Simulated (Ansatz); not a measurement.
CH$_{7}$B$_{2}$GaO. Charge 0, multiplicity 1. The bonds changed during the relaxation, so this is another structure than the one it started from.

Cartesian coordinates in Å:
```
B 0.2937 1.4278 0.7190
B 0.2916 -0.0211 0.1679
Ga -1.8275 1.4296 0.6004
O 0.1437 -1.2275 -0.2780
C 1.1741 -2.0276 -0.8620
H 0.6778 1.7146 1.8135
H 0.2473 2.2697 -0.1638
H -2.6258 0.9014 -0.6604
H -2.6332 2.2369 1.6878
H 1.2603 -2.9421 -0.2771
H 2.1243 -1.4926 -0.8666
H 0.8738 -2.2691 -1.8806
```

**Question.** What are the harmonic wavenumbers in cm⁻¹ at PBE0-D4/def2-TZVP (Ansatz, finite differences of forces, unscaled)? (Best estimate.)

**Answer.** The calculation gave: 78, 82, 95, 152, 161, 268, 340, 390, 471, 543, 617, 656, 731, 755, 791, 1037, 1094, 1183, 1197, 1456, 1488, 1497, 1674, 1912, 1931, 2443, 2634, 3069, 3163, 3169.

**Question.** Is this a minimum?

**Answer.** Yes, all 30 modes are real.

**Question.** Give the ideal-gas thermochemistry at 298.15 K and 1 bar (rigid rotor, harmonic oscillator; point group C1, symmetry number 1).

**Answer.** Zero-point energy 209.8 kJ/mol; H(298) − E = 235.0 kJ/mol; entropy 382.5 J/(mol·K), of which translation 169.2, rotation 115.2, vibration 98.1; G(298) − E = 121.0 kJ/mol. Modes under 100 cm⁻¹ are hindered rotations or soft bends, so the harmonic entropy is rough.

**Question.** And at 400, 500, 600, 800 and 1000 K?

**Answer.** 
```csv
T (K),H − E (kJ/mol),S (J/mol/K),G − E (kJ/mol)
400,249.1,423.0,79.9
500,264.9,458.2,35.8
600,282.4,490.0,-11.6
800,321.4,545.9,-115.4
1000,364.4,593.9,-229.5
```

**Question.** Rotational constants (cm⁻¹)?

**Answer.** 0.3367, 0.04097, 0.03743.
